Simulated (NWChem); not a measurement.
# C2H4FNSi; SMILES C#C[Si@@H](N)F

```xyz
9

C      0.0120     2.5498    -0.1571
C      0.0158     1.3496     0.0416
Si     0.0282    -0.4509     0.3678
N     -1.3972    -1.1198    -0.2797
F      1.3955    -1.0238    -0.3074
H      0.0087     3.6114    -0.3327
H      0.1235    -0.7750     1.8101
H     -1.7656    -0.8145    -1.1727
H     -1.7067    -2.0532    -0.0368
```
Atoms are numbered in this order, from 1.

Results from NWChem. Medium grid unless said otherwise, to which SCAN and Minnesota functionals are sensitive. All runs use the structure optimised with PBE0/def2-SVP. Hybrids' shares of exact exchange are those that their runs print; pure functionals count as 0. The functionals differ in more than this share.

```csv
row,share of exact exchange,highest occupied level (eV)
PBE/def2-SVP,0.00,-6.31
BLYP/def2-SVP,0.00,-6.12
TPSSh/def2-SVP,0.10,withheld
B3LYP/def2-SVP,0.20,-7.52
M06-2X/def2-SVP,0.54,-9.25
Hartree-Fock/def2-SVP,1.00,-11.11
```

Task: Fit a straight line of the last column on the one before it, predict the withheld value, and compare with the run.

Result: 
1. Means of the 5 shown rows: x = 0.348, y = -8.062. Slope Σ(x − x̄)(y − ȳ)/Σ(x − x̄)² = -3.581/0.7261 = -4.932; intercept -6.346.
2. The shown rows scatter about the line by 0.186 (root mean square); the largest residual is -0.24, at M06-2X/def2-SVP.
3. At x = 0.10 (TPSSh/def2-SVP; inside the shown range) the line gives -6.84.
4. The run gives -7.01, -0.17 from the line, 0.9 times the scatter.
